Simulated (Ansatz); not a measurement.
CH5ClFNSi can be A, `FCN[SiH2]Cl`, or B, `NC(F)[SiH2]Cl`.

Program: Ansatz. Geometries: PBE0-D4/def2-TZVP. ΔE: electronic, gas phase. CCSD(T)/CBS is the MP2 limit (def2-TZVPP, def2-QZVPP) plus CCSD(T) − MP2 in def2-TZVPP, frozen cores. DFT in def2-TZVPP. B3LYP here is the variant with VWN-RPA as its local correlation; programs differ in this. One conformer a species, not always the lowest.

Q: Which isomer does CCSD(T)/CBS put lower? Give the gap. (Estimate.)

A: Computed: A, by 18.5 kcal/mol.

Q: Give E(B) − E(A) in kcal/mol with B2PLYP, B3LYP-D4, HF/def2-TZVPP, PBE0-D4, PBE-D4, CCSD/def2-TZVPP, r2SCAN-D4. (Estimate.)

A: Ansatz gave: B2PLYP 18.6, B3LYP-D4 17.8, HF/def2-TZVPP 21.6, PBE0-D4 17.2, PBE-D4 15.5, CCSD/def2-TZVPP 19.2, r2SCAN-D4 17.3. None reverses the order clearly.

Largest T1 diagnostic: 0.011.

From PBE to PBE0 (25 % exact exchange), in def2-TZVPP and without D4, E(B) − E(A) moves by +1.6 kcal/mol. In def2-TZVPP, CCSD(T) changes the Hartree–Fock value by −3.0 kcal/mol (the triples alone add −0.5 kcal/mol) and MP2 by −2.2 kcal/mol.
